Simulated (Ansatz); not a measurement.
Cost and result for the atomization energy of `CB(O[SiH3])O[SiH3]` (15 atoms, 14 bonds).

Z-matrix (Å, degrees):
```
C
B 1 1.567
H 1 1.097 2 108.9
H 1 1.091 2 112.2 3 -118.0
H 1 1.091 2 112.3 3 118.0
O 2 1.366 1 119.3 3 90.7
O 2 1.365 1 119.3 3 -88.0
Si 6 1.641 2 142.0 1 -166.5
Si 7 1.641 2 142.1 1 -170.2
H 8 1.484 6 109.9 2 -96.7
H 8 1.488 6 110.7 2 24.3
H 8 1.483 6 107.7 2 143.8
H 9 1.482 7 107.7 2 144.0
H 9 1.484 7 109.9 2 -96.5
H 9 1.488 7 110.7 2 24.5
```

Charge 0, multiplicity 1. The structure was optimised at the PBE0-D4/def2-TZVP level. It is one conformer, not always the lowest. Program: Ansatz. All runs use 2 threads of an AMD EPYC 7R13 on a shared host and a share of an NVIDIA H100 80 GB. Times are those of one run each, without the atoms' runs, and a repeat can differ threefold. Electronic energies, without spin–orbit coupling; frozen cores. CCSD(T)/CBS adds CCSD(T) − MP2 in def2-TZVPP to the MP2 limit, and its time is that of the two runs behind it. T1 = 0.012. B3LYP takes the VWN-RPA correlation (the form of Gaussian; ORCA's B3LYP/G).

CCSD(T)/CBS is a level of theory with its own doubt, some kJ/mol a heavy atom from the limit and from the frozen cores, so smaller differences don't rank the functionals.

```tsv
level	functions	wall time	atomization (kJ/mol)	difference from CCSD(T)/CBS	per bond
PBE0-D4/def2-TZVPP	334	4.5 s	5609.7	-53.1	-3.8
B3LYP-D4/def2-TZVPP (with forces)	334	5.5 s	5658.4	-4.4	-0.3
ωB97X-V/def2-TZVPP	334	6.5 s	5678.1	15.3	1.1
r2SCAN-D4/def2-TZVPP (with forces)	334	6.5 s	5669.2	6.4	0.5
PBE-D4/def2-TZVPP (with forces)	334	7 s	5665.9	3.1	0.2
B2PLYP/def2-TZVPP	334	7 s	5602.0	-60.8	-4.3
MP2/def2-QZVPP	638	7.5 s	5679.7	16.9	1.2
ωB97M-V/def2-TZVPP (with forces)	334	11 s	5675.4	12.6	0.9
CCSD(T)/def2-TZVPP	334	14 s	5524.8	-138.0	-9.9
CCSD(T)/CBS(def2)	–	22 s	5662.8	0.0	0.0
```

The D4 term adds +54.7 kJ/mol with B3LYP and +29.3 kJ/mol with PBE0; it sums over pairs of atoms, weighted by their polarisabilities, and B3LYP, whose exchange is more repulsive, gets the larger term. From PBE to PBE0 (25 % exact exchange), in def2-TZVPP and without D4, the atomization energy moves by −51.3 kJ/mol: exact exchange takes away binding that semilocal exchange gives to molecules. In def2-TZVPP, CCSD(T) changes the Hartree–Fock value by +1198.0 kJ/mol (the triples alone add +60.4 kJ/mol) and MP2 by +1269.8 kJ/mol; breaking electron pairs costs correlation energy, which Hartree–Fock lacks.
